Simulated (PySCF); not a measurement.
Isomers of C7H11BO2, mass 138.085 u with the commonest isotopes. Level of theory: PySCF 2.14.0, PBE0-D3(BJ)/def2-SVP geometry optimisation, gas phase. One conformer each, none proved a minimum here; rigid rotors.

**Question.** Order these by radius of gyration √(Σ m r²/M), smallest first.
A. `[CH2:1]=[CH:2]/[CH:3]=[CH:4]/[B:5]1[O:6][CH2:7][CH2:8][CH2:9][O:10]1` with C1–C2–C3–C4 -179°, C3–C4–B5–O6 0°, C4–B5–O6–C7 -179°, B5–O6–C7–C8 27°, O6–C7–C8–C9 -52°, C7–C8–C9–O10 53°
B. `[CH:1]#[C:2][C@H:3]([CH3:4])[B:5]1[O:6][CH2:7][CH2:8][CH2:9][O:10]1` with C2–C3–B5–O6 90°, C3–B5–O6–C7 -178°, B5–O6–C7–C8 -28°, O6–C7–C8–C9 52°, C7–C8–C9–O10 -52°
C. `[CH2:1]=[CH:2][C@:3]12[CH2:4][C@:5]([B:6]([OH:7])[OH:8])([CH2:9]1)[CH2:10]2` with C1–C2–C3–C4 121°, C4–C5–B6–O7 80°, C5–B6–O7–H 2°, C5–B6–O8–H -1°

**Answer.** B (2.283 Å), C (2.398 Å), A (2.688 Å).

**Question.** Order these by out-of-plane moment Σ m c² = (Ia + Ib − Ic)/2, smallest first.
A. `[BH2-:1]1[O:2][CH:3]=[CH:4][C:5]([CH:6]2[CH2:7][CH2:8][CH2:9]2)=[O+:10]1` with C4–C5–C6–C7 52°, O10–B1–O2–C3 -38°, B1–O2–C3–C4 15°, C3–C4–C5–C6 162°, C5–C6–C7–C8 -118°
B. `[CH2:1]=[CH:2]/[CH:3]=[CH:4]/[B:5]1[O:6][CH2:7][CH2:8][CH2:9][O:10]1` with C1–C2–C3–C4 -179°, C3–C4–B5–O6 0°, C4–B5–O6–C7 -179°, B5–O6–C7–C8 27°, O6–C7–C8–C9 -52°, C7–C8–C9–O10 53°
C. `[CH:1]#[C:2][C@H:3]([CH3:4])[B:5]1[O:6][CH2:7][CH2:8][CH2:9][O:10]1` with C2–C3–B5–O6 90°, C3–B5–O6–C7 -178°, B5–O6–C7–C8 -28°, O6–C7–C8–C9 52°, C7–C8–C9–O10 -52°
D. `[CH2:1]=[CH:2][C@:3]12[CH2:4][C@:5]([B:6]([OH:7])[OH:8])([CH2:9]1)[CH2:10]2` with C1–C2–C3–C4 121°, C4–C5–B6–O7 80°, C5–B6–O7–H 2°, C5–B6–O8–H -1°

**Answer.** B (9.64 u·Å²), D (41.20 u·Å²), A (44.49 u·Å²), C (77.66 u·Å²).

**Question.** Order these by rotational constant B, largest first.
A. `[CH2:1]=[CH:2]/[CH:3]=[CH:4]/[B:5]1[O:6][CH2:7][CH2:8][CH2:9][O:10]1` with C1–C2–C3–C4 -179°, C3–C4–B5–O6 0°, C4–B5–O6–C7 -179°, B5–O6–C7–C8 27°, O6–C7–C8–C9 -52°, C7–C8–C9–O10 53°
B. `[CH2:1]=[CH:2][C@:3]12[CH2:4][C@:5]([B:6]([OH:7])[OH:8])([CH2:9]1)[CH2:10]2` with C1–C2–C3–C4 121°, C4–C5–B6–O7 80°, C5–B6–O7–H 2°, C5–B6–O8–H -1°
C. `[BH2-:1]1[O:2][CH:3]=[CH:4][C:5]([CH:6]2[CH2:7][CH2:8][CH2:9]2)=[O+:10]1` with C4–C5–C6–C7 52°, O10–B1–O2–C3 -38°, B1–O2–C3–C4 15°, C3–C4–C5–C6 162°, C5–C6–C7–C8 -118°
D. `[CH:1]#[C:2][C@H:3]([CH3:4])[B:5]1[O:6][CH2:7][CH2:8][CH2:9][O:10]1` with C2–C3–B5–O6 90°, C3–B5–O6–C7 -178°, B5–O6–C7–C8 -28°, O6–C7–C8–C9 52°, C7–C8–C9–O10 -52°

**Answer.** D (866.9 MHz), C (824.6 MHz), B (731.1 MHz), A (574.0 MHz).

```json
{"SMILES": "C=C[C@]12C[C@](B(O)O)(C1)C2", "point group": "C1", "Ia (u·Å²)": "143.72", "Ib (u·Å²)": "691.25", "Ic (u·Å²)": "752.56", "κ": "-0.96", "μa (D)": "2.61", "μb (D)": "0.37", "μc (D)": "0.03"}
{"SMILES": "C#C[C@H](C)B1OCCCO1", "point group": "C1", "Ia (u·Å²)": "214.47", "Ib (u·Å²)": "583.01", "Ic (u·Å²)": "642.15", "κ": "-0.90", "μa (D)": "3.35", "μb (D)": "0.19", "μc (D)": "0.31"}
{"SMILES": "C=C/C=C/B1OCCCO1", "point group": "C1", "Ia (u·Å²)": "126.67", "Ib (u·Å²)": "880.43", "Ic (u·Å²)": "987.81", "κ": "-0.96", "μa (D)": "2.18", "μb (D)": "0.90", "μc (D)": "0.04"}
{"SMILES": "[BH2-]1OC=CC(C2CCC2)=[O+]1", "point group": "C1", "Ia (u·Å²)": "150.59", "Ib (u·Å²)": "612.89", "Ic (u·Å²)": "674.50", "κ": "-0.94", "μa (D)": "4.59", "μb (D)": "2.85", "μc (D)": "0.26"}
```
